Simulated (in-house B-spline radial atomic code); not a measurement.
# The caesium ion Cs⁸⁺: [Kr] 4d10 5s1

Computed with an all-electron radial atomic-structure program (B-spline basis): Dirac-Kohn-Sham BHandHLYP, spherical fractional occupations, Fermi nucleus of rms radius 4.8041 fm.

Screening seen three ways: the hydrogenic charge with the same mean radius, Z_r = [3n² - l(l+1)]/(2<r>), the one with the same energy, Z_e = n√(-2ε), and Slater's rules. Values are occupation-weighted means over j. An effective charge above Z reflects the relativistic contraction of the inner shells.

| shell | electrons | ε (eV) | <r> (bohr) | Z_r | Z_e | Slater |
| --- | --- | --- | --- | --- | --- | --- |
| 1s | 2 | -36094 | 0.02611 | 57.46 | 51.51 | 54.70 |
| 2s | 2 | -5804.9 | 0.1116 | 53.76 | 41.31 | 50.85 |
| 2p | 6 | -5225.2 | 0.09798 | 51.03 | 39.19 | 50.85 |
| 3s | 2 | -1315.3 | 0.2979 | 45.31 | 29.50 | 43.75 |
| 3p | 6 | -1125.2 | 0.2959 | 42.24 | 27.28 | 43.75 |
| 3d | 10 | -841.63 | 0.273 | 38.47 | 23.60 | 33.85 |
| 4s | 2 | -343.74 | 0.6922 | 34.67 | 20.11 | 27.25 |
| 4p | 6 | -281.09 | 0.7341 | 31.33 | 18.18 | 27.25 |
| 4d | 10 | -187.18 | 0.8174 | 25.69 | 14.84 | 15.85 |
| 5s | 1 | -118.33 | 1.536 | 24.42 | 14.75 | 11.70 |

The least bound orbital is 5s1/2 at -118.3 eV, and it is also the most diffuse (<r> = 1.536 bohr).

Spin-orbit splittings of the orbital energies (j = l + 1/2 above j = l - 1/2 when positive): 2p 353.1 eV, 3p 68.57 eV, 3d 14.46 eV, 4p 14.24 eV, 4d 2.425 eV.

For the 1s electron the small component carries 4.12 % of the norm, the zero-frequency Breit interaction raises the level by 92.16 eV, self-energy by 53.25 eV, and vacuum polarisation lowers it by 7.578 eV.

The density falls to 0.001 bohr⁻³ at 2.607 bohr; Σ<r²> = 16.882 bohr² gives, by the non-relativistic formula and without the paramagnetism of open shells, a Langevin diamagnetic susceptibility of -13.37×10⁻⁶ cm³/mol.

Caution: exact exchange at fractional occupations of open shells leaves self-interaction of up to several eV.
